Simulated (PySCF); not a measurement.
Al(Me)(OH) (CH4AlO), SMILES [CH3][Al][OH], multiplicity 2. Atoms are numbered in the order given.

```xyz
7

Al     0.5808    -0.1256     0.0000
C     -0.3082     1.6269     0.0000
H     -0.9521     1.6976     0.8830
H     -0.9521     1.6976    -0.8830
H      0.3762     2.4759     0.0000
O     -0.4954    -1.4538     0.0000
H     -0.2092    -2.3687     0.0000
```
Charge 0, spin multiplicity 2.

Geometry optimised at r2SCAN-D4/def2-TZVP. The spin state was assumed, not searched. The isomer is the one that the SMILES or the coordinates give; other isomers of the formula were not compared. The values are those of a single conformer.

Level of theory: PySCF with TDA-ωB97X/def2-SVPD.

Vertical excitations. The molecule is in vacuum.

Computed UV-visible absorptions:
| state | energy (eV) | λ (nm) | f | main pairs |
|---|---|---|---|---|
| root 1 | 2.93 | 424 | 0.068 | α HOMO→LUMO 98 % |
| root 2 | 4.73 | 262 | 0.092 | α HOMO→LUMO+2 54 %, α HOMO→LUMO+1 26 %, β HOMO→LUMO 7 % |
| root 3 | 4.91 | 253 | 0.038 | α HOMO→LUMO+1 18 %, α HOMO→LUMO+3 10 %, β HOMO→LUMO 64 % |
| root 4 | 5.19 | 239 | 0.007 | β HOMO−1→LUMO 96 % |
| root 5 | 5.43 | 228 | 0.088 | α HOMO→LUMO+1 44 %, α HOMO→LUMO+2 33 %, β HOMO→LUMO 14 % |
| root 6 | 5.58 | 222 | 0.198 | α HOMO→LUMO+3 75 % |
| root 7 | 6.37 | 195 | 0.132 | β HOMO−2→LUMO 77 % |
| root 8 | 6.73 | 184 | 0.000 | α HOMO−1→LUMO 27 %, α HOMO→LUMO+6 8 %, β HOMO→LUMO+1 56 % |
| root 9 | 6.96 | 178 | 0.034 | α HOMO→LUMO+4 88 % |
| root 10 | 7.16 | 173 | 0.001 | α HOMO−2→LUMO 51 %, β HOMO−1→LUMO+1 42 % |
Unrestricted roots are not spin-pure.
